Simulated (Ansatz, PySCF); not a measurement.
Bond stretch in GaBe (anion, charge -1), lowest singlet found (which spin is the ground state isn't settled by this scan).

Levels: UKS-PBE = unrestricted PBE/aug-cc-pVDZ in Ansatz (an electronic-structure program); RKS-B3LYP/6-31G* = restricted B3LYP/6-31G*, spherical d in PySCF 2.14.0; RHF/3-21G = restricted Hartree-Fock/3-21G run with PySCF.

Total energies in hartree (comparable only within one method and basis):

| R / Å | UKS-PBE | RKS-B3LYP/6-31G* | RHF/3-21G |
|---|---|---|---|
| 1.58 | -1939.05956 | -1939.16266 | -1928.12866 |
| 1.72 | -1939.11860 | -1939.22120 | -1928.18531 |
| 1.82 | -1939.14522 | -1939.24776 | -1928.21076 |
| 1.90 | -1939.15985 | -1939.26243 | -1928.22485 |
| 1.97 | -1939.16892 | -1939.27158 | -1928.23375 |
| 2.09 | -1939.17840 | -1939.28126 | -1928.24361 |
| 2.15 | -1939.18097 | -1939.28395 | -1928.24664 |
| 2.20 | -1939.18227 | -1939.28536 | -1928.24843 |
| 2.25 | -1939.18294 | -1939.28615 | -1928.24969 |
| 2.35 | -1939.18281 | -1939.28628 | -1928.25094 |
| 2.47 | -1939.18083 | -1939.28466 | -1928.25091 |

The scan ran from 1.58 to 7.35 Å; beyond the distances shown full CI changes its symmetry label. The unrestricted determinant behind UKS-PBE is spin-contaminated at 1.58 to 2.47 Å (<S²> up to 1.0, against 0.00 for a pure singlet). Where the anion isn't bound against loss of the electron, the finite basis alone holds it. The restricted form behind RKS-B3LYP/6-31G*, RHF/3-21G keeps the bonding electrons paired and can't separate into open-shell fragments.
